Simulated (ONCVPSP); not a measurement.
## What one change does to a pseudopotential (O (Z = 8), ONCV)

* Element: O (Z = 8)
* Generator: ONCVPSP 4.0.1
* Type: optimised norm-conserving Vanderbilt (ONCV)
* Functional: PBE
* Relativity: scalar-relativistic
* Frozen core: [He]
* Valence charge: 6
* Reference configuration: 2s1.5 2p4.5
* Partial waves: 2s: rc 0.85 bohr, ncon 4, nbas 8, qcut 6.5 1/bohr, 1 projector; 2p: rc 1.05 bohr, ncon 3, nbas 7, qcut 6.5 1/bohr, 2 projectors, debl 3.8 Ha; d scattering state at 0.25 Ha: rc 0.85 bohr, ncon 4, nbas 8, qcut 9.6 1/bohr, local
* Local potential: the d channel
* Core correction: none

All-electron outer shells of the reference configuration (PBE, scalar-relativistic, ld1.x):

```csv
shell,level (eV),outermost node (bohr),outermost maximum (bohr)
1s,-515.06,–,0.13
2s,-24.20,0.28,0.87
2p,-9.25,–,0.82
```

Change: p: qcut 6.2.

Cutoffs: the cutoffs (Ha) at which the residual kinetic energy of the hardest occupied pseudo-wave falls to 1 and 0.1 mHa per electron; they do not see the model core or the augmentation charge, which bear on the density cutoff. Errors are all-electron minus pseudo energies relative to the spin-unpolarised reference configuration.

Question: What does the change do?

Answer: The errors of the 4 common tests hardly move; neither file shows a bound ghost.

```csv
quantity,base,changed
bound ghosts,none,none
GHOST(+) flags under 300 eV,none,none
"error for 2s2 2p4, meV [ΔE -7.47 eV]",+1.9,+1.6
"error for 2s2 2p3, meV [ΔE 8.96 eV]",+37,+38
"error for 2s2 2p2, meV [ΔE 42.55 eV]",+224,+233
"error for 2s2 2p3.5, meV [ΔE -1.18 eV]",+10,+9.9
s: phases at 0.86 bohr within 0.05 rad from the reference energy up to (Ha; the scan ends near 5),to the end of the scan,to the end of the scan
p: phases at 1.06 bohr within 0.05 rad from the reference energy up to (Ha; the scan ends near 5),to the end of the scan,to the end of the scan
d: phases at 0.86 bohr within 0.05 rad from the reference energy up to (Ha; the scan ends near 5),to the end of the scan,to the end of the scan
```
